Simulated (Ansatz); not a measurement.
CH₄Cl₂OSi (SMILES C[Si](O)(Cl)Cl), singlet, geometry from GFN2-xTB, atoms displaced at random by about 0.08 Å a coordinate; HF/6-31G, gradient (Ansatz, an electronic-structure program).

Here is a job for Ansatz.
Ansatz 0.2 input:
```yaml
crystal:
  periodic: [false, false, false]
  atoms:
    - {symbol: C, position_ang: [1.99457478, -0.34152928, -0.71406786]}
    - {symbol: Si, position_ang: [0.08048022, -0.25906451, -0.08378461]}
    - {symbol: O, position_ang: [-0.53204603, -1.39347585, -1.10802456]}
    - {symbol: Cl, position_ang: [-0.63135638, 1.71050657, -0.60808269]}
    - {symbol: Cl, position_ang: [-0.21197738, -0.67708647, 1.77333132]}
    - {symbol: H, position_ang: [2.45013325, -1.12557309, -0.35996575]}
    - {symbol: H, position_ang: [2.54594311, 0.40312639, -0.19174979]}
    - {symbol: H, position_ang: [2.10014839, -0.15121198, -1.76796053]}
    - {symbol: H, position_ang: [-1.59547370, -1.54967736, -1.14419979]}
basis:
  gaussian:
    orbitals: 6-31G
hamiltonian:
  xc: hf
output: {forces: true}
```

Question: What does Ansatz print? Leave out banner, timings and long lists.

Answer: 
```
Functional definition: HF
750 factors; integrals over basis functions are off by at most 2.1e-4 eV
mean field evaluation 1: about -35994.4471 eV, gradient 3.6e1 eV
mean field evaluation 2: about -35994.4503 eV, gradient 3.6e1 eV
mean field evaluation 4: about -35997.6901 eV, gradient 3.2e0 eV
mean field evaluation 8: about -35997.7224 eV, gradient 1.9e-4 eV
mean field -35997.72244769 eV, -1322.8918998200 hartree, gradient 1.2e-5 eV, S^2 0.000000; 0 other end points of the search recorded, 0 dependent functions left out
the calculation of the forces begins
reference -35997.72244769 eV, -1322.8918998200 hartree; 33, 33 occupied and 32, 32 virtual orbitals, 750 factors
Total energy: -35997.72244769 eV, -1322.8918998200 hartree
Atom 0 at     1.994575    -0.341529    -0.714068 Å, force    -3.532379     4.913914     0.277888 eV/Å
Atom 1 at     0.080480    -0.259065    -0.083785 Å, force     5.173406     1.747903    -6.256288 eV/Å
Atom 2 at    -0.532046    -1.393476    -1.108025 Å, force    -6.615859    -1.573819    -0.710927 eV/Å
Atom 3 at    -0.631356     1.710507    -0.608083 Å, force    -0.362807     0.161963     0.159089 eV/Å
Atom 4 at    -0.211977    -0.677086     1.773331 Å, force    -1.030639    -1.081662     5.598547 eV/Å
Atom 5 at     2.450133    -1.125573    -0.359966 Å, force     1.954143    -5.348901     1.120931 eV/Å
Atom 6 at     2.545943     0.403126    -0.191750 Å, force     0.193388     1.352114     0.146605 eV/Å
Atom 7 at     2.100148    -0.151212    -1.767961 Å, force    -0.378649    -0.418384    -0.086214 eV/Å
Atom 8 at    -1.595474    -1.549677    -1.144200 Å, force     4.599395     0.246871    -0.249631 eV/Å
Dipole moment:    -0.000357    -0.290424     0.062478 e Å
```
